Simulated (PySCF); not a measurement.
# Computed vibrations of [Lu(BH4)4]−

[Lu(BH4)4]− (singlet in the valence; each metal's 4f electrons, 14 of them, lie in its core potential, out of spins and levels). PySCF 2.14.0, RKS PBE0, Lu lcecp-1-SVP with ECP60, B def2-SVP, H def2-SVP; non-relativistic Hamiltonian with scalar-relativistic core potentials where named; density fitting; no spin-orbit coupling. Central differences of gradients.

```xyz
21

Lu    0.0000    0.0000    0.0150
B     1.4643    1.4643    1.3537
H     2.1896    2.1896    2.0045
H     0.7529    0.7529    2.0815
H     2.1132    0.6997    0.6204
H     0.6997    2.1132    0.6204
B    -1.4643   -1.4643    1.3537
H    -2.1896   -2.1896    2.0045
H    -0.7529   -0.7529    2.0815
H    -2.1132   -0.6997    0.6204
H    -0.6997   -2.1132    0.6204
B     1.3928   -1.3928   -1.4433
H     2.0863   -2.0863   -2.1582
H     1.6081   -1.6081   -0.2315
H     0.1781   -1.5948   -1.6307
H     1.5948   -0.1781   -1.6307
B    -1.3928    1.3928   -1.4433
H    -2.0863    2.0863   -2.1582
H    -1.6081    1.6081   -0.2315
H    -0.1781    1.5948   -1.6307
H    -1.5948    0.1781   -1.6307
```

Run from Python with OMP_NUM_THREADS=4. Where DIIS fails, smearing, a level shift and second-order steps follow.
It took 12 min on 4 threads of Intel(R) Xeon(R) Platinum 8488C (Sapphire Rapids), with other jobs on the host.

What are the harmonic wavenumbers and infrared intensities?

Negative numbers are unstable modes, those under 60 cm⁻¹ near the noise; a finer grid moves soft modes by up to 10 cm⁻¹.
| cm⁻¹ | km/mol |
| --- | --- |
| -244 | – |
| -194 | – |
| 158 | 0.0 |
| 160 | 7.3 |
| 166 | 25.4 |
| 176 | 23.7 |
| 176 | 31.2 |
| 240 | 0.0 |
| 286 | 0.2 |
| 380 | 107.0 |
| 398 | 154.4 |
| 402 | 69.5 |
| 406 | 131.6 |
| 408 | 0.5 |
| 417 | 26.4 |
| 425 | 0.0 |
| 443 | 0.0 |
| 446 | 0.0 |
| 450 | 2.9 |
| 450 | 0.8 |
| 491 | 0.2 |
| 1082 | 0.0 |
| 1082 | 5.6 |
| 1088 | 0.0 |
| 1090 | 23.5 |
| 1090 | 20.8 |
| 1093 | 1.2 |
| 1095 | 19.1 |
| 1098 | 10.0 |
| 1174 | 143.5 |
| 1183 | 130.1 |
| 1192 | 166.8 |
| 1217 | 15.8 |
| 1242 | 0.2 |
| 1248 | 0.0 |
| 1253 | 1.4 |
| 1259 | 1.2 |
| 1263 | 0.1 |
| 1263 | 4.1 |
| 1266 | 0.1 |
| 1270 | 0.0 |
| 2305 | 42.4 |
| 2310 | 167.3 |
| 2335 | 111.8 |
| 2340 | 109.5 |
| 2344 | 0.0 |
| 2348 | 21.4 |
| 2354 | 91.0 |
| 2364 | 23.2 |
| 2384 | 212.7 |
| 2393 | 207.9 |
| 2393 | 0.0 |
| 2412 | 111.3 |
| 2565 | 288.1 |
| 2567 | 193.3 |
| 2572 | 260.7 |
| 2576 | 57.4 |

Is this a minimum?

No: 2 unstable; the lowest moves the atoms so:
```
Lu   0.00  0.00  0.00
B    0.01 -0.01  0.00
H    0.01 -0.01  0.00
H    0.30 -0.30  0.00
H    0.01  0.26 -0.29
H   -0.26 -0.01  0.29
B   -0.01  0.01  0.00
H   -0.01  0.01  0.00
H   -0.30  0.30  0.00
H   -0.01 -0.26 -0.29
H    0.26  0.01  0.29
B   -0.01 -0.01  0.00
H   -0.01 -0.01  0.00
H    0.05  0.05  0.00
H   -0.01 -0.07  0.06
H   -0.07 -0.01 -0.06
B    0.01  0.01  0.00
H    0.01  0.01  0.00
H   -0.05 -0.05  0.00
H    0.01  0.07  0.06
H    0.07  0.01 -0.06
```

An lcecp potential fixes the number of 4f electrons, so in runs with it no electron can move into or out of that shell.
